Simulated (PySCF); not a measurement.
Computed IR spectrum (relative IR intensity) of a molecule C4H8ClF. Geometry: B3LYP-D3(BJ)/def2-SVP. Other conformers were not sampled. All values below come from PySCF with B3LYP-D3(BJ)/def2-SVP. Frequencies are harmonic and unscaled.

| ν (cm⁻¹) | relative intensity |
|---|---|
| 311 | 5.4 |
| 508 | 8.3 |
| 759 | 2.5 |
| 775 | 100 |
| 867 | 16 |
| 981 | 36 |
| 1058 | 5.9 |
| 1103 | 20 |
| 1147 | 54 |
| 1152 | 47 |
| 1237 | 15 |
| 1267 | 4.9 |
| 1318 | 2.4 |
| 1321 | 15 |
| 1384 | 11 |
| 1402 | 5.6 |
| 1408 | 15 |
| 1454 | 2.6 |
| 1472 | 7.4 |
| 1485 | 4.1 |
| 3025 | 47 |
| 3049 | 12 |
| 3087 | 14 |
| 3102 | 2.5 |
| 3111 | 62 |
| 3114 | 28 |

### Question
Identify the compound among the candidates.
A. CCC[C@@H](F)Cl
B. CC[C@@](C)(F)Cl
C. CC[C@@H](F)CCl
D. CC(C)[C@H](F)Cl

### Answer
A, CCC[C@@H](F)Cl
